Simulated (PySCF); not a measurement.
## Exact mass, isotope pattern and composition

Species: `[CH](O)C(C)(C)CS` [radical].

All values are calculated from tables of isotopes.

Q: What are the average molar mass and the monoisotopic mass?

A: For C5H11OS, with standard atomic weights, 5 × 12.011 + 1 × 15.999 + 1 × 32.060 + 11 × 1.008 = 119.202 g/mol. From the most abundant isotopes (12C, 16O, 32S, 1H), 5 × 12.000000 + 1 × 15.994915 + 1 × 31.972071 + 11 × 1.007825 = 119.0531 u.

Q: Work out the cluster of the singly charged cation M+, one line a nominal mass.

A: 
| nominal mass | m/z (centroid) | relative intensity |
| --- | --- | --- |
| 119 | 119.0525 | 100.0 |
| 120 | 120.0554 | 6.4 |
| 121 | 121.0490 | 4.9 |
| 122 | 122.0522 | 0.3 |

Lines under 0.1 % of the tallest are left out. One electron mass, 0.00055 u, is taken off.

Q: Resolve the fine structure: one atom at a time replaced by a minor isotope.

A: Intensity in % of the monoisotopic species:

```
isotope  mass shift (u)       m/z  intensity (%)
    33S        +0.99939  120.0519           0.80
    13C        +1.00335  120.0559           5.41
    17O        +1.00422  120.0567           0.04
     2H        +1.00628  120.0588           0.13
    34S        +1.99580  121.0483           4.52
    18O        +2.00425  121.0568           0.21
    36S        +3.99501  123.0475           0.02
```

Species under 0.02 % are left out.

Q: What share of all molecules is the monoisotopic species?

A: 0.9893^5 × 0.99757 × 0.9493 × 0.999885^11 = 89.63 %.

Q: What resolving power m/Δm just matches the spacing of the species with one 33S and with one 13C?

A: They lie 0.00397 u apart at mass 120.05, so m/Δm is about 30000.
